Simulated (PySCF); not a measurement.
C2F6, charge -1, doublet, at the geometry of the source list (a state made from the parent by changing its charge; the spin is typed, not shown lowest) (in this run its highest filled SCF level lies above zero, so its values depend strongly on the basis, on diffuse functions most of all); PySCF with M062X/3-21G.

Input for PySCF:
```python
from pyscf import gto, scf, dft

mol = gto.M(
    atom='''
F     1.396600   -0.293400   -1.026600
C     0.764800   -0.070200    0.119500
F     1.255500    1.039000    0.659300
F     1.016600   -1.082600    0.940700
C    -0.764800    0.070200   -0.119500
F    -1.016700    1.082700   -0.940600
F    -1.255500   -1.039000   -0.659400
F    -1.396600    0.293300    1.026600
''',
    basis='3-21g',
    charge=-1,
    spin=1,
    verbose=4,
)

mf = dft.UKS(mol)
mf.xc = 'm062x'
mf.kernel()
```

Task: What does PySCF print? Leave out banner, timings and long lists.

Result: 
```
PySCF version 2.14.0

[INPUT] verbose = 4
[INPUT] num. atoms = 8
[INPUT] num. electrons = 67
[INPUT] charge = -1
[INPUT] spin (= nelec alpha-beta = 2S) = 1
[INPUT] symmetry False subgroup None
[INPUT] Mole.unit = angstrom
[INPUT] Symbol           X                Y                Z      unit          X                Y                Z       unit  Magmom
[...]
nuclear repulsion = 462.209614740052
number of shells = 40
number of NR pGTOs = 120
number of NR cGTOs = 72
basis = 3-21g
ecp = {}

******** <class 'pyscf.dft.uks.UKS'> ********
method = UKS
initial guess = minao
damping factor = 0
level_shift factor = 0
DIIS = <class 'pyscf.scf.diis.CDIIS'>
diis_start_cycle = 1
diis_space = 8
diis_damp = 0
SCF conv_tol = 1e-09
SCF conv_tol_grad = None
SCF max_cycles = 50
direct_scf = True
direct_scf_tol = 1e-13
number electrons alpha = 34  beta = 33
XC library pyscf.dft.libxc version 7.1.2
    S. Lehtola, C. Steigemann, M. J. T. Oliveira, and M. A. L. Marques,  SoftwareX 7, 1–5 (2018)
XC functionals = m062x
    Y. Zhao and D. G. Truhlar,  Theor. Chem. Acc. 120, 215 (2008)
    Y. Zhao and D. G. Truhlar,  Theor. Chem. Acc. 120, 215 (2008)
radial grids:
    Treutler-Ahlrichs [JCP 102, 346 (1995); DOI:10.1063/1.469408] (M4) radial grids

becke partition: Becke, JCP 88, 2547 (1988); DOI:10.1063/1.454033
pruning grids: <function nwchem_prune>
grids dens level: 3
symmetrized grids: False
atomic radii adjust function: <function treutler_atomic_radii_adjust>
small_rho_cutoff = 0
Set gradient conv threshold to 3.16228e-05
tot grids = 113808
init E= -672.526336583167

cycle= 1 E= -670.927117506573  delta_E=  1.6  |g|= 0.758  |ddm|= 2.81
cycle= 2 E= -670.931229553842  delta_E= -0.00411  |g|= 0.819  |ddm|= 1.13
cycle= 3 E= -671.137060755055  delta_E= -0.206  |g|= 0.0187  |ddm|= 0.561
cycle= 4 E= -671.137288131759  delta_E= -0.000227  |g|= 0.00783  |ddm|= 0.0431
cycle= 5 E= -671.137315915389  delta_E= -2.78e-05  |g|= 0.00271  |ddm|= 0.0105
cycle= 6 E= -671.137319717324  delta_E= -3.8e-06  |g|= 0.00129  |ddm|= 0.00946
cycle= 7 E= -671.137320784896  delta_E= -1.07e-06  |g|= 0.000284  |ddm|= 0.00488
cycle= 8 E= -671.137321115293  delta_E= -3.3e-07  |g|= 0.00016  |ddm|= 0.00519
cycle= 9 E= -671.137321192012  delta_E= -7.67e-08  |g|= 0.000101  |ddm|= 0.00188
cycle= 10 E= -671.137321261023  delta_E= -6.9e-08  |g|= 5.96e-05  |ddm|= 0.00221
cycle= 11 E= -671.137321306296  delta_E= -4.53e-08  |g|= 5.93e-05  |ddm|= 0.00131
cycle= 12 E= -671.137321339571  delta_E= -3.33e-08  |g|= 5.91e-05  |ddm|= 0.000947
cycle= 13 E= -671.137321370231  delta_E= -3.07e-08  |g|= 5.9e-05  |ddm|= 0.000874
cycle= 14 E= -671.137321383725  delta_E= -1.35e-08  |g|= 5.9e-05  |ddm|= 0.000385
cycle= 15 E= -671.137321369231  delta_E= 1.45e-08  |g|= 5.9e-05  |ddm|= 0.000414
cycle= 16 E= -671.137320806094  delta_E= 5.63e-07  |g|= 5.84e-05  |ddm|= 0.0162
cycle= 17 E= -671.137317313165  delta_E= 3.49e-06  |g|= 0.000192  |ddm|= 0.106
cycle= 18 E= -671.137317481175  delta_E= -1.68e-07  |g|= 0.000188  |ddm|= 0.0054
cycle= 19 E= -671.137317978225  delta_E= -4.97e-07  |g|= 0.000158  |ddm|= 0.0157
cycle= 20 E= -671.137318534843  delta_E= -5.57e-07  |g|= 0.000104  |ddm|= 0.0172
cycle= 21 E= -671.137316760457  delta_E= 1.77e-06  |g|= 0.000208  |ddm|= 0.0563
cycle= 22 E= -671.137316193916  delta_E= 5.67e-07  |g|= 0.000349  |ddm|= 0.0179
cycle= 23 E= -671.137311726495  delta_E= 4.47e-06  |g|= 0.000761  |ddm|= 0.172
cycle= 24 E= -671.137310361569  delta_E= 1.36e-06  |g|= 0.00125  |ddm|= 0.0497
cycle= 25 E= -671.137310033097  delta_E= 3.28e-07  |g|= 0.00112  |ddm|= 0.0295
cycle= 26 E= -671.137310205111  delta_E= -1.72e-07  |g|= 0.000702  |ddm|= 0.0126
cycle= 27 E= -671.137309565947  delta_E= 6.39e-07  |g|= 0.000619  |ddm|= 0.0557
cycle= 28 E= -671.137308025411  delta_E= 1.54e-06  |g|= 0.00134  |ddm|= 0.158
cycle= 29 E= -671.13730910432  delta_E= -1.08e-06  |g|= 0.000358  |ddm|= 0.0887
cycle= 30 E= -671.137308885282  delta_E= 2.19e-07  |g|= 0.000421  |ddm|= 0.0406
cycle= 31 E= -671.13730846753  delta_E= 4.18e-07  |g|= 0.000952  |ddm|= 0.0253
cycle= 32 E= -671.137309055505  delta_E= -5.88e-07  |g|= 1.25e-05  |ddm|= 0.0458
cycle= 33 E= -671.137308990029  delta_E= 6.55e-08  |g|= 4.82e-05  |ddm|= 0.0148
cycle= 34 E= -671.137308986767  delta_E= 3.26e-09  |g|= 7.72e-06  |ddm|= 0.00113
cycle= 35 E= -671.137308926501  delta_E= 6.03e-08  |g|= 6.51e-06  |ddm|= 0.0186
cycle= 36 E= -671.137308889199  delta_E= 3.73e-08  |g|= 1.66e-05  |ddm|= 0.0177
cycle= 37 E= -671.137308875005  delta_E= 1.42e-08  |g|= 1.53e-05  |ddm|= 0.0121
cycle= 38 E= -671.137308870039  delta_E= 4.97e-09  |g|= 3.59e-06  |ddm|= 0.0121
cycle= 39 E= -671.137308870029  delta_E= 9.78e-12  |g|= 3.56e-06  |ddm|= 0.000261
Extra cycle  E= -671.137308870029  delta_E=    0  |g|= 3.28e-06  |ddm|= 5.85e-06
converged SCF energy = -671.137308870029  <S^2> = 0.75163929  2S+1 = 2.0016386
```
